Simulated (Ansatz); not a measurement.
The molecule LiAl-, multiplicity 2 (lowest of 2S+1 = 2, 4 at CCSD(T)/def2-TZVPP on PBE0 minima; our sources give no spin for the ground state, which may be another). The T1 diagnostic near the minimum is 0.085, so single-reference values are doubtful.

Constants: fifth-degree fit in 1/R to seven points, most abundant isotopes. In def2 and cc sets the state is the lowest found near the PBE0 minimum, followed along R.

Run with Ansatz (Gaussian orbitals). Each number belongs to the level named beside it.

| level | r_e (Å) | ω_e (cm⁻¹) | ω_e x_e (cm⁻¹) | α_e (cm⁻¹) |
|---|---|---|---|---|
| SVWN5/def2-TZVPP | 2.850 | 254 | 3.0 | 0.0063 |
| PBE/def2-TZVPP | 2.901 | 240 | 3.0 | 0.0065 |
| B97M-V/def2-TZVPP | 2.900 | 245 | 2.8 | 0.0060 |
| B3LYP/def2-TZVPP | 2.906 | 232 | 3.3 | 0.0070 |
| wB97M-V/def2-TZVPP | 2.925 | 235 | 2.0 | 0.0054 |

Doubts at one or more of the structures used: a spin-contaminated determinant (SVWN5/def2-TZVPP, PBE/def2-TZVPP, B3LYP/def2-TZVPP).

Ansatz is a quantum-chemistry and plane-wave program.
